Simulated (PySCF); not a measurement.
Spinor energies of Cr³⁺ (chromium, charge +3)

Start: [Ar] 3d2 4p1; 3d5/2 filled at m_j = +3/2, +5/2; 4p3/2 filled at m_j = +3/2. Calculated with PySCF 2.14 in x2c-TZVPall-2c with one added diffuse shell each of s, p, d type (7s8p5d1f, 63 functions): generalised Hartree-Fock with the X2C-1e Hamiltonian and a Gaussian nucleus; one run each with spin-orbit coupling (SO) switched off, then screened by Boettger's factors. This is a chosen level, not necessarily the ground level.

```csv
spinor shell,electrons,"ε, spin-free (eV)","ε, screened SO (eV)",weight of nominal j (screened SO),"rms radius, screened SO (bohr)"
1s1/2,2,-6093.8,-6093.7,1.000,0.0734
2s1/2,2,-777.06,-777.08,1.000,0.316
2p1/2,2,-658.11,-663.79,0.994,0.285
2p3/2,4,-658.11,-655.38,0.997,0.288
3s1/2,2,-141.07,-141.09,1.000,0.939
3p1/2,2,-104.89,-103.41,0.713,0.995
3d5/2,2,-59.089,-59.073,0.895,1.13
4p3/2,1,-28.924,-28.878,1.000,2.86
```

(1) Where does 3p3/2 lie, and what is the 3p spin-orbit splitting (screened SO)?

```
   quantity    spin-free  screened SO
E (hartree)  -1047.06345  -1047.07110
        M_J         11/2         11/2
       ⟨J²⟩       35.755       35.755
       ⟨L²⟩       20.004       20.006
       ⟨S²⟩        3.751        3.751
```

Each row is a mean over spinors that exchange with the open shell spreads, by up to 10.501 eV (3p3/2).

Rows whose weight is well below 1 are mixtures of j = l ± 1/2: exchange outweighs spin-orbit coupling there, and the label is only the starting occupation.

Without spin-orbit coupling the j labels of p, d and f shells carry no meaning; the spin-free column gives the mean over the occupied spinors of each nl shell.

Results:

(1) At -105.67 eV, -2.260 eV above 3p1/2.
